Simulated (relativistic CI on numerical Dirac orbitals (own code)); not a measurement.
Method of calculation: Dirac-Coulomb-Breit CI, KLI orbitals optimised for each configuration, model QED (radiative potential, 1s self-energy scaled to tabulated hydrogen-like ionisation energies), unscaled Slater integrals (own radial code, finite nucleus).

The strongest absorption lines from the ground level of an ion, among the configurations computed and to levels below about 2050 eV (vacuum wavelength in Å, gf): 6.0749 (0.15), 6.0875 (0.036), 7.7073 (0.016), 7.8647 (0.021), 8.0424 (0.44), 8.0817 (0.24), 103.32 (0.14), 216.91 (0.0028).

Which ion is it?
A. Se30+
B. Zn28+
C. Zn26+
D. Ge28+

C. Zn26+ has 4 electrons and the ground level 2s2 1S_0; the strongest line goes to 2s 3p 1P°_1. The pattern of lines fixes the number of electrons, and along that sequence the line energies rise steadily with the charge (about as its square where n changes within one kind of shell, about linearly where n is kept but much faster in heavy ions where fine structure, which grows about as Z⁴, sets the gap, and irregularly where shells cross), which fixes Z. Configurations outside the model, such as inner-shell arrays, can give stronger lines. At this charge energies of transitions that change n are usually good to better than 1 %, and those within a shell (Δn = 0) to a few per cent.

LS names give the leading component of a level, which can be under half, so a name can repeat, a term be missing and a line seem to break the LS rules.
